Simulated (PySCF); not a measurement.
```xyz
4

Si    -0.0586     0.0045     0.0059
S      1.8683    -0.1421    -0.1873
H     -0.9957    -1.1435     0.1046
H     -0.8141     1.2811     0.0769
```

Charge 0, multiplicity 1.

Task: Give the Mulliken and meta-Löwdin atomic charges from r2SCAN-D4/def2-TZVP run with PySCF 2.14.0.

Result: 
```
atom  Mulliken (e)  meta-Löwdin (e)
----  ------------  ---------------
Si1           0.34             0.56
S2           -0.33            -0.38
H3           -0.01            -0.09
H4           -0.01            -0.09
```
